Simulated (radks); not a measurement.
The numbers below are computed, except where a source is named.
Rh19+, 26 electrons, occupied as [Ar] 3d8.

Code: a radial shooting solver on a logarithmic mesh with Libxc functionals. Model: Dirac Kohn-Sham, LB94 model potential, spin-unpolarised, spherical densities, finite nucleus; open shells fill j = l - 1/2 first; Fermi nuclear charge, rms radius 4.4945 fm.

Energy parts (hartree):
| part | energy |
|---|---|
| kinetic | 4830.42687 |
| electron-nucleus | -10621.93350 |
| Hartree | 1293.79555 |
(The LB94 potential has no energy functional, so no total or exchange-correlation energy is given.)

Orbitals (lengths in bohr, moments of r in powers of bohr):
\begin{tabular}{lrrrrr}
orbital & occ. & eigenvalue (hartree) & <1/r> & <r^2> & small-component weight \\ \hline
1s1/2 & 2 & -872.7572 & 47.10 & 0.001433 & 2.71e-02 \\
2s1/2 & 2 & -145.4201 & 10.83 & 0.02344 & 5.66e-03 \\
2p1/2 & 2 & -136.5302 & 10.82 & 0.01755 & 5.69e-03 \\
2p3/2 & 4 & -131.1268 & 10.22 & 0.01887 & 5.48e-03 \\
3s1/2 & 2 & -42.09970 & 3.849 & 0.1650 & 1.64e-03 \\
3p1/2 & 2 & -38.61956 & 3.777 & 0.1587 & 1.60e-03 \\
3p3/2 & 4 & -37.62541 & 3.631 & 0.1669 & 1.55e-03 \\
3d3/2 & 4 & -31.57833 & 3.502 & 0.1417 & 1.46e-03 \\
3d5/2 & 4 & -31.37065 & 3.464 & 0.1440 & 1.44e-03 \\
4s1/2 & 0 & -19.36221 & 1.819 & 0.7002 & 6.57e-04 \\
4p1/2 & 0 & -18.04967 & 1.767 & 0.7241 & 6.33e-04 \\
4p3/2 & 0 & -17.75128 & 1.724 & 0.7488 & 6.21e-04 \\
\end{tabular}

The highest occupied level is 3d5/2 at -853.64 eV. For comparison, the ionisation energy in NIST's Atomic Spectra Database is 857 eV (theoretical). In exact Kohn-Sham theory the highest level is minus the ionisation energy, but local and semilocal functionals leave it too shallow, through self-interaction and a potential that decays too fast; potentials with the right tail come closer. The density falls to 0.001 e/bohr^3 at r = 1.18 bohr.

Beside tabulated values, note that spin-unpolarised runs miss the spin-polarisation part of the exchange energy of open shells.
